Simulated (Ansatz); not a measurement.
Ansatz (a quantum-chemistry and plane-wave program) input (B3LYP-D3(BJ)/def2-TZVP):

Ansatz 0.2 input:
```yaml
crystal:
  periodic: [false, false, false]
  atoms:
    - {symbol: Ir, position_ang: [-0.01134750, -0.01912641, 0.00044606]}
    - {symbol: O, position_ang: [1.71105170, 0.10734678, -0.00339405]}
    - {symbol: O, position_ang: [-0.72621732, 1.55260868, -0.03531928]}
    - {symbol: O, position_ang: [-0.87561468, -1.47586375, 0.03441996]}
basis:
  gaussian:
    orbitals: def2-TZVP
hamiltonian:
  xc: b3lyp
  dispersion: d3bj
magnetization: {spin_polarized: true, initial_magnetization: 1}
phonons: {temperatures: {t_min: 298.15, t_max: 298.15, t_step: 100}}
```

Output:

```
Functional definition: B3LYP
integrals: 0.05 GiB planned
845 factors; their error is unknown
mean field: 0.60 GiB planned
mean field evaluation 1: about -8959.9772 eV, gradient 8.3e1 eV
mean field evaluation 2: about -8802.6742 eV, gradient 2.1e2 eV
mean field evaluation 4: about -8973.7877 eV, gradient 4.8e1 eV
mean field evaluation 8: about -8982.2771 eV, gradient 7.9e-1 eV
mean field evaluation 16: about -8982.3138 eV, gradient 1.8e-2 eV
mean field -8982.31375602 eV, -330.0939421029 hartree, gradient 1.8e-5 eV, S^2 0.874007; 2 other end points of the search recorded, 0 dependent functions left out
the calculation of the forces begins
reference -8982.31397113 eV, -330.0939500079 hartree; 21, 20 occupied and 112, 113 virtual orbitals, 845 factors
these checks for a lower state are left out or cut short: stability, starts, cluster_reference, orbital_swaps, neighbouring_geometries, increment
integrals: 0.05 GiB planned
845 factors; their error is unknown
mean field: 0.60 GiB planned
mean field evaluation 32: about -8982.2854 eV, gradient 2.6e-3 eV
mean field -8982.31362424 eV, -330.0939372600 hartree, gradient 2.1e-6 eV, S^2 0.874364; 0 other end points of the search recorded, 0 dependent functions left out
the calculation of the forces begins
reference -8982.31383934 eV, -330.0939451646 hartree; 21, 20 occupied and 112, 113 virtual orbitals, 845 factors
these checks for a lower state are left out or cut short: stability, starts, cluster_reference, orbital_swaps, neighbouring_geometries, increment
integrals: 0.05 GiB planned
845 factors; their error is unknown
mean field: 0.60 GiB planned
mean field -8982.31362839 eV, -330.0939374126 hartree, gradient 2.0e-6 eV, S^2 0.873598; 0 other end points of the search recorded, 0 dependent functions left out
the calculation of the forces begins
reference -8982.31384351 eV, -330.0939453180 hartree; 21, 20 occupied and 112, 113 virtual orbitals, 845 factors
these checks for a lower state are left out or cut short: stability, starts, cluster_reference, orbital_swaps, neighbouring_geometries, increment
integrals: 0.05 GiB planned
845 factors; their error is unknown
mean field: 0.60 GiB planned
mean field -8982.31374768 eV, -330.0939417962 hartree, gradient 2.4e-6 eV, S^2 0.873918; 0 other end points of the search recorded, 0 dependent functions left out
the calculation of the forces begins
reference -8982.31396279 eV, -330.0939497014 hartree; 21, 20 occupied and 112, 113 virtual orbitals, 845 factors
these checks for a lower state are left out or cut short: stability, starts, cluster_reference, orbital_swaps, neighbouring_geometries, increment
integrals: 0.05 GiB planned
845 factors; their error is unknown
mean field: 0.60 GiB planned
mean field -8982.31374462 eV, -330.0939416837 hartree, gradient 2.5e-6 eV, S^2 0.874096; 0 other end points of the search recorded, 0 dependent functions left out
the calculation of the forces begins
reference -8982.31395972 eV, -330.0939495885 hartree; 21, 20 occupied and 112, 113 virtual orbitals, 845 factors
these checks for a lower state are left out or cut short: stability, starts, cluster_reference, orbital_swaps, neighbouring_geometries, increment
integrals: 0.05 GiB planned
845 factors; their error is unknown
mean field: 0.60 GiB planned
mean field evaluation 64: about -8982.3137 eV, gradient 2.1e-5 eV
mean field -8982.31371212 eV, -330.0939404895 hartree, gradient 2.7e-6 eV, S^2 0.874608; 0 other end points of the search recorded, 0 dependent functions left out
the calculation of the forces begins
reference -8982.31392724 eV, -330.0939483952 hartree; 21, 20 occupied and 112, 113 virtual orbitals, 845 factors
these checks for a lower state are left out or cut short: stability, starts, cluster_reference, orbital_swaps, neighbouring_geometries, increment
integrals: 0.05 GiB planned
845 factors; their error is unknown
mean field: 0.60 GiB planned
mean field -8982.31366998 eV, -330.0939389408 hartree, gradient 2.7e-6 eV, S^2 0.873397; 0 other end points of the search recorded, 0 dependent functions left out
the calculation of the forces begins
reference -8982.31388506 eV, -330.0939468451 hartree; 21, 20 occupied and 112, 113 virtual orbitals, 845 factors
these checks for a lower state are left out or cut short: stability, starts, cluster_reference, orbital_swaps, neighbouring_geometries, increment
integrals: 0.05 GiB planned
845 factors; their error is unknown
mean field: 0.60 GiB planned
mean field -8982.31368306 eV, -330.0939394215 hartree, gradient 2.4e-6 eV, S^2 0.873211; 0 other end points of the search recorded, 0 dependent functions left out
the calculation of the forces begins
reference -8982.31389815 eV, -330.0939473261 hartree; 21, 20 occupied and 112, 113 virtual orbitals, 845 factors
these checks for a lower state are left out or cut short: stability, starts, cluster_reference, orbital_swaps, neighbouring_geometries, increment
integrals: 0.05 GiB planned
845 factors; their error is unknown
mean field: 0.60 GiB planned
mean field -8982.31371718 eV, -330.0939406756 hartree, gradient 2.4e-6 eV, S^2 0.874811; 0 other end points of the search recorded, 0 dependent functions left out
the calculation of the forces begins
reference -8982.31393230 eV, -330.0939485810 hartree; 21, 20 occupied and 112, 113 virtual orbitals, 845 factors
Total energy: -8982.44283917 eV, -330.0986858210 hartree
Atom 0 at    -0.011347    -0.019126     0.000446 Å, force    -0.000652    -0.001098     0.000026 eV/Å
Atom 1 at     1.711052     0.107347    -0.003394 Å, force     0.000705     0.000121    -0.000003 eV/Å
Atom 2 at    -0.726217     1.552609    -0.035319 Å, force    -0.000232     0.000676    -0.000015 eV/Å
Atom 3 at    -0.875615    -1.475864     0.034420 Å, force     0.000178     0.000301    -0.000007 eV/Å
Dipole moment:    -0.067234    -0.113324     0.002643 e Å
Vibrations: 77.65 215.99 308.05 787.51 939.77 979.44 cm⁻¹, zero-point energy 0.205095 eV
```

The spin state was set by rule; other spins were not relaxed.

The determinant is spin-contaminated: <S^2> is 0.87 against 0.75 for a pure state.
